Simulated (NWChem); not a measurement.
CH$_{7}$BO$_{2}$Si; SMILES COB(O)[SiH3]

```xyz
12

B      0.6363     0.1072    -0.0002
O      1.9850    -0.0644     0.0003
H      2.2485    -0.9880     0.0001
O      0.2168     1.3927    -0.0006
C     -1.1163     1.8106     0.0004
H     -1.3137     2.4229     0.8944
H     -1.3125     2.4297    -0.8893
H     -1.8301     0.9673    -0.0034
Si    -0.6412    -1.5017    -0.0001
H     -1.5339    -1.5278    -1.2036
H     -1.5311    -1.5293     1.2055
H      0.1512    -2.7762    -0.0017
```
Atoms are numbered in this order, from 1.

All runs: NWChem. Medium grid unless said otherwise, to which SCAN and Minnesota functionals are sensitive. The geometry was optimised at PBE0/def2-SVP. No frequency run checked for a minimum. Total energies of different functionals are on different scales.

```csv
level,energy (Ha),highest occupied level (eV),orbital gap (eV),dipole (D)
B3LYP/def2-SVP,-506.9573,-7.63,7.41,0.99
PBE/def2-SVP,-506.5139,-6.49,5.55,0.78
MPW1K/def2-SVP,-506.8748,-8.93,9.44,1.20
HCTH/407/def2-SVP,-506.9317,-6.67,5.66,0.82
KT2/def2-SVP,-512.7732,-6.59,5.63,0.84
B97-D/def2-SVP,-506.7951,-6.51,5.70,0.83
MN15/def2-SVP,-506.5388,-8.57,8.95,0.99
Hartree-Fock/def2-SVP,-505.1091,-11.20,14.51,1.47
CAM-B3LYP/def2-SVP,-506.8428,-9.23,10.34,1.10
M06-L/def2-SVP,-506.9032,?,?,?
```

Problem. Complete the blanks.

Solution. 
- M06-L/def2-SVP, highest occupied level (eV): -6.75
- M06-L/def2-SVP, orbital gap (eV): 6.05
- M06-L/def2-SVP, dipole (D): 0.88
